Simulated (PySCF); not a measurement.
**Spin states and ions at one geometry of Pb(CH3)I**

PySCF 2.14.0, RKS BP86, Pb def2-SVP with ECP60, C def2-SVP, H def2-SVP, I def2-SVP with ECP28; non-relativistic Hamiltonian with scalar-relativistic core potentials where named; density fitting; no spin-orbit coupling; singlets restricted, open shells unrestricted. The geometry is relaxed for charge 0, singlet, vacuum:

```xyz
6

Pb    1.0475    0.0000   -0.9891
C     2.8615    0.0000    0.4737
H     3.8211    0.0000   -0.0832
H     2.8035    0.8984    1.1226
H     2.8035   -0.8984    1.1226
I    -0.9395    0.0000    1.0869
```

Energies count from the relaxed state; an electron taken off or put on is at rest in vacuum. Charges and spins are Mulliken's.

Order these states by energy, lowest first.
A. charge 0, triplet, vacuum
B. charge 0, singlet, vacuum
C. charge -1, doublet, vacuum
D. charge +1, doublet, vacuum

C (-1.15 eV), B (0.00 eV), A (1.96 eV), D (8.25 eV).

How do charge and spin on the first atom follow?


```tsv
state	spin squared	charge on Pb1 (e)	spin on Pb1 (e)	dipole about the centre of mass (D)
charge 0, singlet, vacuum	0.00	0.46	0.00	3.48
charge 0, triplet, vacuum	2.00	0.15	1.23	2.78
charge +1, doublet, vacuum	0.75	0.77	0.15	3.90
charge -1, doublet, vacuum	0.75	-0.19	1.02	1.60
```

With an electron taken off (doublet) the charges change, summed by element, by Pb +0.31 e, C +0.04 e, H +0.24 e, I +0.41 e. The vertical ionisation energy is 8.25 eV, against −ε(HOMO) = 5.55 eV of the relaxed state. The level lies 2.7 eV too high, as is usual for semilocal functionals and global hybrids, which keep a self-interaction error.

With an electron put on (doublet) the charges change, summed by element, by Pb -0.65 e, C +0.06 e, H -0.17 e, I -0.24 e. The vertical electron affinity is 1.15 eV, against −ε(LUMO) = 3.65 eV of the relaxed state. The basis has no diffuse functions, which an added electron needs. The added electron's level lies above zero.

Open shells may have lower solutions than those found. Hard to converge, so the more doubtful: charge 0, triplet, vacuum.
